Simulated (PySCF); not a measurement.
F3S, SMILES F[S](F)F (connectivity only; charge and spin as stated), charge -1, multiplicity 1.

Geometry optimised at PBE-D3(BJ)/def2-SVPD. The spin state was assumed, not searched. The isomer is the one that the SMILES or the coordinates give; other isomers of the formula were not compared.

Calculation: PBE-D3(BJ)/def2-SVPD run with PySCF 2.14.0.

Frequencies are harmonic and unscaled.

Problem. Give all harmonic wavenumbers and intensities. (The exact figures need the calculation; the answer reports its results.)

Solution. 
```
mode  ν (cm⁻¹)  IR (km/mol)  moving atoms (share of kinetic energy)
----  --------  -----------  --------------------------------------
1          226          3.9                          F 77 %, S 23 %
2          275          6.6                          S 52 %, F 48 %
3          317         12.5                                  F 99 %
4          405          3.7                                 F 100 %
5          483        526.0                          S 60 %, F 40 %
6          677         89.2                          F 60 %, S 40 %
```
